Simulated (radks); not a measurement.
Sr3+, configuration [Ar] 3d10 4s2 4p5.

Calculated with a radial shooting solver on a logarithmic mesh with Libxc functionals: scalar-relativistic Kohn-Sham, SCAN, spin-polarised, spherical densities, finite nucleus; open shells are filled with parallel spins first (spin-orbit coupling, left out, can overturn this in heavy ions); meta-GGA in the generalised Kohn-Sham scheme; Fermi nuclear charge, rms radius 4.224 fm.

Energy parts (eV):
part                       energy
total                  -86479.169
kinetic                 88687.695
electron-nucleus      -207220.080
Hartree                 34905.379
exchange-correlation    -2852.163

Orbitals (lengths in bohr, moments of r in powers of bohr; r(90%) holds 90 % of the orbital's charge):
orbital	occ.	eigenvalue (eV)	<r>	r(90%)
1s up	1	-16006.77	0.03917	0.0701
1s down	1	-16006.62	0.03917	0.0701
2s up	1	-2205.558	0.1723	0.266
2s down	1	-2205.498	0.1723	0.266
2p up	3	-1960.449	0.1504	0.245
2p down	3	-1960.316	0.1504	0.245
3s up	1	-371.6644	0.4906	0.727
3s down	1	-371.5299	0.4906	0.727
3p up	3	-291.6281	0.4975	0.755
3p down	3	-291.4571	0.4974	0.755
3d up	5	-160.2562	0.4976	0.806
3d down	5	-160.0355	0.4971	0.805
4s up	1	-71.0108	1.328	1.93
4s down	1	-69.5412	1.331	1.94
4p up	3	-51.4104	1.486	2.19
4p down	2	-50.0055	1.492	2.20

The highest occupied level is 4p down at -50.006 eV. For comparison, the ionisation energy in NIST's Atomic Spectra Database is 56.280 eV (semi-empirical). In exact Kohn-Sham theory the highest level is minus the ionisation energy, but local and semilocal functionals leave it too shallow, through self-interaction and a potential that decays too fast; potentials with the right tail come closer. Spin moment in Bohr magnetons: 1. The spin density at the nucleus is 0.3814 e/bohr^3 (1s -0.2375, 2s 0.1617, 3s 0.4340, 4s 0.0232). Summed over all electrons, <r^2> = 22.15 bohr^2, which gives a Langevin (diamagnetic) susceptibility term of -17.5 x 10^-6 cm^3/mol. The electron density at the nucleus is 6.193e+04 e/bohr^3 (large components only). The density falls to 0.001 e/bohr^3 at r = 3.14 bohr.
